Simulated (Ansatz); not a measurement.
```yaml
atoms:
  - { symbol: O, position_ang: [0.0000, 0.0000, 0.7108] }
  - { symbol: F, position_ang: [0.0000, 0.0000, -0.7108] }
```

Basis set: cc-pVDZ (spherical functions). Correlated methods keep 2 orbitals frozen. Correlation on ROHF uses semicanonical orbitals with singles. Charge 0, multiplicity 2.

Computed with Ansatz (development build ahead of 0.2.0); the reference of a correlated method needn't be the lowest determinant of its kind.

The atomization energy at this shape (free ground-state atoms in the same class of orbitals less the molecule, no zero-point energy) of doublet OF:

| method | atomization energy |
| --- | --- |
| ROHF-CCSD | 137.5 kJ/mol |

(1) What does ROHF-CCSD(T) give?

Results:

(1) 157.1 kJ/mol. Caution: the reference determinant was not shown to be the lowest.
